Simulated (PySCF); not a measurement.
Precursor series metal swap MX4 Cl. Gas-phase values, no solvent.

The numbers are results of TPSSh-D3(BJ)/def2-TZVP // TPSS-D3(BJ)/def2-SVP run with PySCF, not measurements. All candidates: neutral, multiplicity 1. 

```yaml
dipole_moment: 0.29 D
LUMO: -6.07 eV
HOMO–LUMO gap: 2.20 eV
```

**Question.** Identify which member has these values.
(A) [Cr(=O)2(Cl)2]
(B) [W(=O)(Cl)4]
(C) [W(=O)2(Cl)2]
(D) [Mo(=O)(Cl)4]

**Answer.** D, [Mo(=O)(Cl)4]. The others give [Cr(=O)2(Cl)2]: 0.71 D, -5.61 eV, 3.47 eV; [W(=O)2(Cl)2]: 1.93 D, -3.83 eV, 5.01 eV; [W(=O)(Cl)4]: 0.64 D, -5.46 eV, 2.88 eV
